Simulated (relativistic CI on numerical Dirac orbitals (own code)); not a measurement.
Radial Dirac CI calculation of Ce¹⁴⁺: levels, rates and radial parameters.

Command:

```sh
python run_levels.py task.json out
```

Input:

```
atom Ce  Z=58  charge=14  electrons=44
nucleus A=140  rms_radius_fm=4.8771
hamiltonian dirac-coulomb  breit=on  qed=on  c_scale=1
orbitals kli  potential=per-configuration
slater_scale 1
correlation none
mixing on
configurations
  [Kr] 4d8
  [Ar] 3d10 4s2 4p5 4d9
  [Kr] 4d7 4f
  [Ar] 3d10 4s2 4p4 4d10
  [Kr] 4d6 4f2
  [Ar] 3d10 4s 4p6 4d9
  [Kr] 4d7 5s
  [Ar] 3d10 4s2 4p5 4d8 4f
  [Kr] 4d7 5p
  [Ar] 3d10 4p6 4d10
  [Kr] 4d6 4f 5s
  [Kr] 4d6 5s2
  [Ar] 3d10 4s 4p6 4d8 4f
  [Kr] 4d7 5d
  [Kr] 4d6 5s 5p
  [Ar] 3d10 4s 4p5 4d10
  [Ar] 3d10 4s2 4p5 4d8 5s
  [Kr] 4d7 6s
  [Kr] 4d7 5f
  [Kr] 4d7 6p
  [Ar] 3d10 4s2 4p4 4d9 4f
  [Ar] 3d10 4s2 4p4 4d9 5s
  [Ar] 3d10 4s2 4p5 4d7 5s2
  [Kr] 4d7 6d
  [Ar] 3d10 4s2 4p4 4d9 5p
  [Kr] 4d7 6f
  [Kr] 4d7 7p
  [Ar] 3d10 4s 4p5 4d9 5s
  [Ar] 3d10 4s 4p6 4d8 5p
  [Ar] 3d10 4p6 4d9 4f
  [Ar] 3d10 4p6 4d9 5s
  [Ar] 3d10 4p6 4d9 5p
end
```

Hardware: one thread of Neoverse-V1, on a shared host. Rates were computed among at most 60 levels.

(1) How large is the problem, and how long does it take?

Answers

(1) 5961 determinants at the lowest M give 5961 levels; 272 SCF iterations in all; about 7.6 s of CPU and 0.23 GiB at the peak.
